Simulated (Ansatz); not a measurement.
Mulliken charges of CH4GaO (`[CH3][Ga][OH]`) radical from ωB97M-V/def2-TZVPP in Ansatz (PBE0-D4/def2-TZVP geometry).

| atom | x (Å) | y (Å) | z (Å) | charge (e) |
| --- | --- | --- | --- | --- |
| C1 | -0.827 | 0.551 | -0.250 | -0.479 |
| Ga2 | 1.057 | 0.055 | -0.742 | 0.389 |
| O3 | 1.919 | -1.123 | 0.320 | -0.421 |
| H4 | -1.428 | -0.361 | -0.252 | 0.118 |
| H5 | -1.248 | 1.272 | -0.947 | 0.127 |
| H6 | -0.814 | 0.973 | 0.758 | 0.118 |
| H7 | 1.402 | -1.436 | 1.067 | 0.149 |

Problem. By hand: the dipole of these point charges (1 e Å = 4.8032 D).

Solution. Σ q r = (-0.215, 0.250, -0.205) e Å, of length 0.388 e Å = 1.86 D.

Problem. How does the dipole of the full density compare? (Estimate.)

Solution. Ansatz gave: (-0.405, 0.143, 0.058) e Å, 2.08 D; the point charges give 0.89 times that, at 49° from its direction.

Point charges leave out the atoms' own dipoles, such as those of lone pairs, and Mulliken's split depends on the basis, so the two needn't agree.
